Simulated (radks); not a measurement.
Question: Species: Sb+. Configuration: [Kr] 4d10 5s2 5p2. Calculated with a radial shooting solver on a logarithmic mesh with Libxc functionals: scalar-relativistic Kohn-Sham, PBEsol, spin-polarised, spherical densities, finite nucleus; open shells are filled with parallel spins first (spin-orbit coupling, left out, can overturn this in heavy ions); Fermi nuclear charge, rms radius 4.6802 fm. Some entries of the table are withheld. Estimate them.

orbital  occ.  eigenvalue (eV)  <r^2> (bohr^2)
1s up       1        -30296.60        0.001095
1s down     1        -30296.55        0.001095
2s up       1        -4617.756         0.01774
2s down     1        -4617.737         0.01774
2p up       3        -4147.359         0.01401
2p down     3        -4147.321         0.01402
3s up       1        -911.8840          0.1251
3s down     1        -911.8413          0.1251
3p up       3        -758.5375          0.1255
3p down     3        -758.4894          0.1255
3d up       5        -524.2987          0.1107
3d down     5        -524.2542          0.1107
4s up       1        -157.0907          0.7076
4s down     1        -156.9956          0.7073
4p up       3              (1)          0.8303
4p down     3              (2)          0.8288
4d up       5         -41.9678             (3)
4d down     5         -41.7425             (4)
5s up       1         -21.2944             (5)
5s down     1         -19.7870             (6)
5p up       2         -12.6571           7.955
5p down     0         -11.0194           8.163

Answer: 
(1) 4p up eigenvalue (eV): -110.1137
(2) 4p down eigenvalue (eV): -110.0096
(3) 4d up <r^2> (bohr^2): 1.260
(4) 4d down <r^2> (bohr^2): 1.241
(5) 5s up <r^2> (bohr^2): 5.274
(6) 5s down <r^2> (bohr^2): 5.206
